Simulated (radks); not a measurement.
Task: These are the eigenvalues of the occupied orbitals of an atom or ion with whole-number occupations (eV). Method: Dirac Kohn-Sham, PBE, spin-unpolarised, spherical densities, finite nucleus; Fermi nuclear charge, rms radius of each element as measured or else 0.836 A^(1/3) + 0.57 fm; computed with a radial shooting solver on a logarithmic mesh with Libxc functionals.

orbital  eigenvalue
1s1/2     -20249.29
2s1/2     -3230.956
2p1/2     -3008.626
2p3/2     -2901.748
3s1/2     -865.1547
3p1/2     -781.1857
3p3/2     -761.8264
3d3/2     -617.0440
3d5/2     -613.1626
4s1/2     -360.9632

Which element is it, and in what charge state? The configuration may be excited. Open shells, if any, fill j = l - 1/2 first.

Result: Z = 42, molybdenum, charge +15: Mo15+ in [Ar] 3d7 4s2. The list shows which subshells hold electrons but not how many an open one holds; the 1s level, -744.15 hartree, gives Z - s = 38.6 by -(Z - s)^2/2, which with screening and relativity narrows Z to a few neighbours, and the depths of the outer levels then fix element, charge and occupations together.
